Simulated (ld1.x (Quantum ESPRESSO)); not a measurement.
## copper: excitation energies, all-electron against TM semilocal

* Element: copper
* Generator: ld1.x (Quantum ESPRESSO) 7.5
* Type: norm-conserving Troullier–Martins (semilocal form)
* Functional: LDA (PZ)
* Relativity: scalar-relativistic
* Frozen core: [Ar]
* Valence charge: 11
* Reference configuration: 3d9 4s0 4p0 (charge +2)
* Partial waves: 4p (bound, empty): rc 2.25 bohr; 3d (bound): rc 1.30 bohr; 4s (bound, empty): rc 1.85 bohr
* Local potential: the s channel
* Core correction: none

Energies are relative to the spin-unpolarised reference configuration 3d9 4s0 4p0; without spin polarisation the order of configurations can differ from experiment. Spin-polarised rows fill each open shell by Hund’s rule, majority spin first. Not all tests gave a result: 1 of 9 tests not solved or not reliable. Left out of the table: 3d10 4s0 4p1 (solver errors, printed error -877 eV).

Task: Give the all-electron excitation energy and the error of the potential for: 3d10 4s1 4p0; 3d10 4s0 4p0; 3d8 4s0 4p0; 3d9 4s2 4p0; 3d9 4s1 4p1; 3d10 4s0.5 4p0; 3d9 4s0 4p0 (spin-polarised); 3d10 4s1 4p0 (spin-polarised).

Result:

| valence configuration | charge | ΔE all-electron (eV) | error AE − PS (meV) |
| --- | --- | --- | --- |
| 3d10 4s1 4p0 | 0 | -30.121 | +19 |
| 3d10 4s0 4p0 | +1 | -21.687 | -65 |
| 3d8 4s0 4p0 | +3 | 39.364 | -172 |
| 3d9 4s2 4p0 | 0 | -28.118 | +23 |
| 3d9 4s1 4p1 | 0 | -23.187 | +16 |
| 3d10 4s0.5 4p0 | +0.5 | -26.819 | -17 |
| 3d9 4s0 4p0 (spin-polarised) | +2 | -0.242 | +175 |
| 3d10 4s1 4p0 (spin-polarised) | 0 | -30.305 | +25 |
